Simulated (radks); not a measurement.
Isoelectronic series with 11 electrons, each ion in its NIST ground configuration. All-electron calculation, Dirac Kohn-Sham, PBEsol, spin-unpolarised, spherical densities, finite nucleus; Fermi nuclear charge, rms radius of each element as measured or else 0.836 A^(1/3) + 0.57 fm. Program: a radial shooting solver on a logarithmic mesh with Libxc functionals. Total energies (hartree) and mean radii <r> (bohr):

ion	configuration	E (hartree)	3s1/2	2p3/2	2p1/2	2s1/2
S5+	[Ne] 3s1	-391.50257	1.415	0.4387	0.4365	0.4763
Sc10+	[Ne] 3s1	-725.60191	0.9083	0.3034	0.3009	0.3395
Fe15+	[Ne] 3s1	-1165.40043	0.6724	0.2322	0.2293	0.2630
Ga20+	[Ne] 3s1	-1712.55828	0.5338	0.1880	0.1847	0.2141
Kr25+	[Ne] 3s1	-2369.21677	0.4419	0.1579	0.1541	0.1800
Nb30+	[Ne] 3s1	-3138.03034	0.3764	0.1360	0.1318	0.1549
Pd35+	[Ne] 3s1	-4022.22068	0.3271	0.1194	0.1147	0.1354
Sb40+	[Ne] 3s1	-5025.66498	0.2885	0.1063	0.1012	0.1200
Ba45+	[Ne] 3s1	-6152.9864	0.2575	0.09578	0.09010	0.1073
Pm50+	[Ne] 3s1	-7409.7004	0.2319	0.08707	0.08087	0.09677
Dy55+	[Ne] 3s1	-8802.3226	0.2103	0.07975	0.07303	0.08777
Lu60+	[Ne] 3s1	-10338.7479	0.1919	0.07352	0.06624	0.07998
Os65+	[Ne] 3s1	-12028.4519	0.1759	0.06813	0.06029	0.07316
Tl70+	[Ne] 3s1	-13882.7708	0.1618	0.06344	0.05500	0.06711
